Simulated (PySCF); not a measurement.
`CS[Si@](N)(C#N)CC#N`: 4 charge schemes on one density

C₄H₇N₃SSi.
Cartesian coordinates in Å at the GFN2-xTB level; atoms count from 1:
```xyz
16
C4H7N3SSi angstrom
C      2.7813   -0.3692   -0.0249
S      1.4653    0.0913   -1.1926
Si    -0.2320    0.0496    0.1228
N     -0.2358    1.4054    1.1661
C     -0.1328   -1.6024    1.0123
N      0.0044   -2.6029    1.5525
C     -1.8400    0.0722   -0.8987
C     -2.9224    0.3582   -0.0160
N     -3.7488    0.6015    0.7371
H      2.9471    0.4408    0.6779
H      3.6759   -0.5329   -0.6161
H      2.5089   -1.2803    0.4973
H     -1.0683    1.6620    1.6726
H      0.5930    1.7538    1.6183
H     -2.0146   -0.8853   -1.3891
H     -1.7888    0.8471   -1.6634
```

Density: PBE0/pcSseg-1 (PySCF); schemes: Mulliken, IAO, Hirshfeld and ESP-fitted. Isolated species at its GFN2-xTB geometry (one conformer only).

Question: For which atoms does the sign change between the 4 schemes (beyond +0.03 e in one, beyond −0.03 e in another)?

Answer: C5. Atomic charges aren't observables, and each scheme defines them in its own way.

Question: Which atoms carry the highest charge in the Mulliken, IAO, Hirshfeld and ESP-fitted schemes?

Answer: All schemes agree: Mulliken Si3 (+1.081); IAO Si3 (+1.101); Hirshfeld Si3 (+0.430); ESP-fitted Si3 (+0.587).

Question: Do the Mulliken, IAO, Hirshfeld and ESP-fitted schemes agree on where the charge is lowest?

Answer: All schemes agree: Mulliken N4 (-0.600); IAO N4 (-0.838); Hirshfeld N4 (-0.304); ESP-fitted N4 (-0.987).

Question: Give the atomic charges in each scheme.

Answer: In e:

| atom | environment | Mulliken | IAO | Hirshfeld | ESP-fitted |
| --- | --- | --- | --- | --- | --- |
| C1 | S-methyl carbon | -0.407 | -0.496 | -0.110 | -0.451 |
| S2 | sulfur bonded to C and Si | -0.291 | -0.158 | -0.077 | -0.214 |
| Si3 | four-coordinate silicon | +1.081 | +1.101 | +0.430 | +0.587 |
| N4 | silicon-bound nitrogen | -0.600 | -0.838 | -0.304 | -0.987 |
| C5 | cyano carbon | -0.215 | -0.192 | -0.041 | +0.222 |
| N6 | cyano nitrogen | -0.200 | -0.189 | -0.190 | -0.393 |
| C7 | sp3 carbon bound to silicon | -0.501 | -0.588 | -0.127 | -0.668 |
| C8 | nitrile carbon | +0.025 | +0.140 | +0.084 | +0.519 |
| N9 | nitrile nitrogen | -0.241 | -0.255 | -0.226 | -0.503 |
| H10 | methyl hydrogen | +0.154 | +0.155 | +0.048 | +0.179 |
| H11 | methyl hydrogen | +0.170 | +0.179 | +0.060 | +0.225 |
| H12 | methyl hydrogen | +0.179 | +0.168 | +0.046 | +0.157 |
| H13 | N–H hydrogen | +0.221 | +0.286 | +0.125 | +0.418 |
| H14 | N–H hydrogen | +0.212 | +0.280 | +0.130 | +0.415 |
| H15 | methylene hydrogen | +0.207 | +0.204 | +0.076 | +0.222 |
| H16 | methylene hydrogen | +0.205 | +0.203 | +0.077 | +0.272 |

Mean size of the charges over all atoms: ESP-fitted 0.402 e, IAO 0.340 e, Mulliken 0.307 e, Hirshfeld 0.134 e. Each set sums to the total charge, 0, to within 0.001 e. The Mulliken scheme counts on each atom the diagonal of the density matrix times the overlap matrix over that atom's basis functions.

Question: Sum the charges by element, for elements with more than one atom.

Answer: 
```json
{"element": "C", "atoms": "4", "Mulliken": "-1.097", "IAO": "-1.137", "Hirshfeld": "-0.195", "ESP-fitted": "-0.378"}
{"element": "N", "atoms": "3", "Mulliken": "-1.042", "IAO": "-1.281", "Hirshfeld": "-0.720", "ESP-fitted": "-1.882"}
{"element": "H", "atoms": "7", "Mulliken": "+1.348", "IAO": "+1.476", "Hirshfeld": "+0.562", "ESP-fitted": "+1.888"}
```

Question: How many electrons does the Mulliken scheme count on N9?

Answer: Z − q = 7 − (-0.241) = 7.241.
